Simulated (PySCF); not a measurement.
PySCF 2.14 output of an unrestricted LC-wPBE calculation on a single atom or ion in aug-cc-pCVTZ-DK with one added diffuse shell each of s, p, d, f type (8s7p5d3f, 75 functions), with the spin-free X2C one-electron Hamiltonian (Gaussian nucleus):

```
SCF conv_tol = 1e-09
number electrons alpha = 3  beta = 1
    O. A. Vydrov and G. E. Scuseria.,  J. Chem. Phys. 125, 234109 (2006)
cycle= 1 E= -14.4177260656186  delta_E= -0.00181  |g|= 0.00799  |ddm|= 0.191
cycle= 2 E= -14.4177575147649  delta_E= -3.14e-05  |g|= 0.00117  |ddm|= 0.0622
cycle= 3 E= -14.4177650267936  delta_E= -7.51e-06  |g|= 0.00048  |ddm|= 0.0297
cycle= 4 E= -14.4177674238085  delta_E= -2.4e-06  |g|= 0.000174  |ddm|= 0.0237
cycle= 5 E= -14.4177678496252  delta_E= -4.26e-07  |g|= 4.25e-05  |ddm|= 0.0138
cycle= 6 E= -14.4177678690202  delta_E= -1.94e-08  |g|= 2.73e-06  |ddm|= 0.00419
cycle= 7 E= -14.4177678690692  delta_E= -4.9e-11  |g|= 7.83e-07  |ddm|= 0.000199
converged SCF energy = -14.4177678690692  <S^2> = 2.0000015  2S+1 = 3.000001
```

The run itself started from symmetry-adapted Hartree-Fock orbitals and held the occupation by maximum overlap, on a logarithmic radial grid, so the iterations belong to that start.

Task: Which element, charge and spin multiplicity is this?

Result: Be (beryllium, neutral), multiplicity 3; the state was [He] 2s1 3s1, high-spin 3S determinant (an excited configuration).

The outer electron is Rydberg-like, and this basis confines it to a smaller radius and binds it less than a complete one would.
